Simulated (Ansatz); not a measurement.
Two isomers of CH7BSi2: A = `C[SiH]1B[SiH2]1`, B = `CB1[SiH2][SiH2]1`.

Isolated molecules relaxed with PBE0-D4/def2-TZVP in Ansatz; ΔE leaves out vibrations. CBS: MP2 limit from def2 TZ/QZ plus the TZ coupled-cluster correction, frozen cores. Functionals use def2-TZVPP.

A:

```xyz
11

C    -0.0294   -0.0672    1.7523
Si   -0.7506    0.6447    0.1833
B    -0.9734   -0.1678   -1.4973
Si    0.8432   -0.6082   -1.5773
H     0.7782    0.5567    2.1412
H    -0.8195   -0.0914    2.5097
H     0.3384   -1.0828    1.6087
H    -1.2142    2.0364    0.4574
H    -1.5506    0.3485   -2.4027
H     1.6209   -1.1641   -0.4405
H     1.7570   -0.4048   -2.7349
```

B:

Z-matrix (Å, degrees):
```
C
B 1 1.566
H 1 1.092 2 114.1
H 1 1.099 2 106.3 3 -116.7
H 1 1.092 2 114.1 3 126.5
Si 2 1.907 1 130.2 3 -2.9
Si 2 1.907 1 130.2 3 -123.7
H 6 1.482 2 124.3 1 165.7
H 6 1.489 2 125.0 1 -11.1
H 7 1.489 2 124.9 1 11.2
H 7 1.482 2 124.3 1 -165.8
```

(1) Which is lower in electronic energy at CCSD(T)/CBS, and by how much? (Best estimate.)

(2) Give E(B) − E(A) in kJ/mol with LDA (SPW92), B2PLYP, r2SCAN-D4, CCSD(T)/def2-TZVPP, MP2/def2-TZVPP, HF/def2-TZVPP, PBE0-D4. (Estimate.)

(3) Does the order hold for the free energy at 298.15 K (harmonic terms from PBE0-D4)? (Estimate.)

Largest T1 diagnostic: 0.015.

Results:

(1) Ansatz gave: A, by 8.8 kJ/mol.

(2) Ansatz gave: LDA (SPW92) 3.3, B2PLYP 8.7, r2SCAN-D4 6.4, CCSD(T)/def2-TZVPP 8.4, MP2/def2-TZVPP 11.5, HF/def2-TZVPP 5.8, PBE0-D4 4.9. None reverses the order clearly.

(3) Ansatz gave: Yes: G(B) − G(A) = +6.0 kJ/mol.

At CCSD(T), def2-SVP lies −9.6 kJ/mol from the extrapolated value and def2-TZVPP −0.3 kJ/mol. Leaving LDA and LC-ωPBE aside and taking each functional with its dispersion term where it has one, the values, not all of them listed here, spread over 5.2 kJ/mol, from B97M-V to ωB97M-V.
